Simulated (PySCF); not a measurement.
Si(H)(Cl)(Me)(OMe) (C2H7ClOSi), SMILES CO[SiH](C)Cl.

The structure is a stationary point at B3LYP-D3(BJ)/def2-SVP. One conformer was computed; it need not be the lowest.

Vertical ionisation energy (IE) and electron affinity (EA) in eV. Rows of orbital energies are one-electron estimates. Where ΔSCF, EOM or ADC give a negative EA the extra electron is unbound and the value depends on the basis.

| level | IE | EA |
|---|---|---|
| −ε(HOMO), −ε(LUMO), CAM-B3LYP/def2-TZVP (PySCF) | 9.83 | -1.86 |
| −ε(HOMO), −ε(LUMO), PBE/def2-TZVP (PySCF) | 6.86 | -0.05 |
